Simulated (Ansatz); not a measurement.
Isolated molecules relaxed with PBE0-D4/def2-TZVP in Ansatz; ΔE leaves out vibrations. CCSD(T)/CBS is the MP2 limit (def2-TZVPP, def2-QZVPP) plus CCSD(T) − MP2 in def2-TZVPP, frozen cores. This one scheme is used for every species, atoms too. Functionals use def2-TZVPP. No spin–orbit coupling; open shells (•) take unrestricted orbitals. Spin–orbit coupling would lower the free atoms: a little for C; strongly for In. def2 core potentials past Kr. For In outer-core shells are correlated without core-valence functions, so the limit isn't a true one: a few kJ/mol of doubt a bond, and 10 to 20 or more in all where bonds break to atoms. One conformer a species, not always the lowest.

Reaction (atomization): `C[N](C)[In]([N](C)C)[N](C)C` → 6 C• + 18 H• + In• + 3 N•

(1) What is ΔE at CCSD(T)/CBS? (Best estimate.)

(2) What do these levels give: revPBE-D4, r2SCAN, LC-ωPBE, HF/def2-SVP, CCSD/def2-SVP, CCSD/def2-TZVPP? (Estimate.)

Largest T1 diagnostic among the species: 0.015.

Results:

(1) Computed: +10254.4 kJ/mol.

(2) Computed: revPBE-D4 10210.4, r2SCAN 10200.0, LC-ωPBE 10224.4, HF/def2-SVP 7389.5, CCSD/def2-SVP 9629.2, CCSD/def2-TZVPP 9831.6 kJ/mol.

The D4 term adds +109.1 kJ/mol with B3LYP and +59.6 kJ/mol with PBE0; it sums over pairs of atoms, weighted by their polarisabilities, and B3LYP, whose exchange is more repulsive, gets the larger term. From PBE to PBE0 (25 % exact exchange), in def2-TZVPP and without D4, ΔE moves by −165.7 kJ/mol: exact exchange takes away binding that semilocal exchange gives to molecules. In def2-TZVPP, CCSD(T) changes the Hartree–Fock value by +2702.0 kJ/mol (the triples alone add +152.6 kJ/mol) and MP2 by +2799.2 kJ/mol; breaking electron pairs costs correlation energy, which Hartree–Fock lacks.

B3LYP here is the variant with VWN-RPA as its local correlation; programs differ in this.

For atomizations the MP2-based limit and the directly extrapolated one differ by several kJ/mol either way, and by 10 to 25 for some Ge, Se and Sn compounds, so smaller differences from it don't rank the levels.
